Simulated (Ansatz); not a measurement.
GeH5N (SMILES [NH2][GeH3]) moved off its minimum; all values from Ansatz (a program for electronic structure), cores frozen in correlated methods.
(charge 0, multiplicity 1)
```xyz
7

Ge    -0.3511     0.0446     0.0313
N      1.4741    -0.1289    -0.1874
H     -1.0293    -0.8862    -0.9520
H     -0.7170     1.4962    -0.2873
H     -0.8694    -0.2784     1.4510
H      1.7875    -1.0972    -0.0966
H      2.0559     0.4818     0.3470
```

| level | largest force (eV/Å) | on atom | rms difference from CCSD(T)/cc-pVTZ (eV/Å) | dipole (D) |
|---|---|---|---|---|
| HF/def2-TZVPP | 1.19 | H6 | 0.264 | 1.10 |
| PBE/def2-TZVPP | 1.14 | N2 | 0.116 | 1.02 |
| r2SCAN/def2-TZVPP | 1.10 | N2 | 0.078 | 1.04 |
| B3LYP/def2-TZVPP | 1.04 | N2 | 0.067 | 1.03 |
| wB97M-V/def2-TZVPP | 1.07 | N2 | 0.104 | 1.04 |
| MP2/cc-pVTZ | 1.07 | N2 | 0.051 | 1.04 |
| CCSD(T)/cc-pVTZ | 1.06 | N2 | 0.000 | 1.04 |

The differences count from one level among others, with limits of its own. Forces at CCSD(T)/cc-pVTZ (eV/Å):

```tsv
atom	Fx	Fy	Fz
Ge1	0.193	0.300	0.346
N2	-0.317	-0.862	-0.535
H3	-0.155	-0.360	-0.339
H4	-0.022	0.229	-0.044
H5	-0.028	-0.047	0.122
H6	0.047	0.548	0.070
H7	0.283	0.192	0.382
```
